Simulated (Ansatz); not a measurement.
| atom | x (Å) | y (Å) | z (Å) |
| --- | --- | --- | --- |
| C | 0.0000 | 0.0000 | -0.5692 |
| F | 0.0000 | 0.0000 | 0.6851 |
| H | 0.0000 | -0.9532 | -0.9169 |
| H | -0.8255 | 0.4766 | -0.9169 |
| H | 0.8255 | 0.4766 | -0.9169 |

Basis set: cc-pVDZ (spherical functions). Frozen core: 2 orbitals. Charge 0, multiplicity 1.

Computed with Ansatz (development build ahead of 0.2.0); each method stands on the lowest determinant of its kind that the runs found. Restricted open shells among the atoms or ions are ROHF, correlated in semicanonical orbitals with singles.

Task: Give the atomization energy at this shape (free ground-state atoms in the same class of orbitals less the molecule, no zero-point energy) of singlet CH3F by RHF-MP2, RHF.

Result:

```json
{"method": "RHF-MP2", "atomization energy": "1558.0 kJ/mol"}
{"method": "RHF", "atomization energy": "1225.4 kJ/mol"}
```

Caution: no unrestricted run beside it, a lower state can exist; the shape is not the minimum.
